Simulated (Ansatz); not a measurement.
Z-matrix (Å, degrees):
```
C
Si 1 2.397
Se 1 2.011 2 61.1
O 1 1.412 2 42.8 3 180.0
H 1 1.090 2 124.1 3 -94.9
H 1 1.090 2 124.1 3 94.9
H 2 1.485 1 124.7 3 99.0
H 2 1.485 1 124.7 3 -99.0
```

Charge 0, multiplicity 1.

Q: List the PBE0/def2-TZVPP orbital energies in eV (Ansatz 0.2.0). (Estimate.)

A: Computed: Occupied: -12361.38, -1803.85, -1584.19, -1421.22, -1421.19, -1421.14, -523.14, -280.79, -214.60, -158.19, -158.08, -157.92, -146.04, -100.76, -100.69, -100.65, -58.19, -58.18, -58.03, -57.95, -57.92, -29.18, -20.45, -18.33, -14.40, -13.66, -13.15, -12.37, -10.50, -9.04, -8.66, -8.45, -6.81. Lowest empty: -0.73, -0.63, 1.18, 1.74, 2.32, 2.38, 2.90, 3.35.
